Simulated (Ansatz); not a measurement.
Total energies of the cluster B2N2⁻ (the lowest doublet isomer of a short search) from Ansatz at PBE-D4/def2-TZVPD, gas phase (1 Eh = 27.2114 eV = 2625.5 kJ/mol). The reference geometry is relaxed at PBE0-D4/def2-TZVPD.

| atom | x (Å) | y (Å) | z (Å) |
| --- | --- | --- | --- |
| B1 | -1.9355 | -0.0495 | -0.4382 |
| B2 | 0.6444 | 0.0165 | 0.1459 |
| N3 | 1.9442 | 0.0498 | 0.4409 |
| N4 | -0.6532 | -0.0168 | -0.1486 |

```json
{"state": "charge -1 doublet", "geometry": "reference", "energy (Eh)": "-159.04510"}
{"state": "charge 0 triplet", "geometry": "reference", "energy (Eh)": "-158.92398"}
{"state": "charge -1 quartet", "geometry": "relaxed at PBE0-D4/def2-TZVPD", "energy (Eh)": "-158.93783"}
```

Work out the vertical ionisation energy to the triplet.

E(charge 0 triplet) − E(charge -1 doublet) = -158.92398 − (-159.04510) = 0.12112 Eh = 3.30 eV. For comparison, −ε of the highest occupied level of the spin that leaves is 0.51 eV at this level, 2.79 eV less.

Which of the charge -1 states is lowest, and how far above it are the others?

The doublet. quartet: -158.93783 − (-159.04510) = 0.10727 Eh = 281.6 kJ/mol.

At PBE-D4/def2-TZVPD the highest occupied level of the charge -1 quartet lies above zero (up to 2.37 eV). The electron is either unbound and held by the finite basis, or the level is raised by self-interaction error.

The structure comes from a short search, and lower isomers may exist.
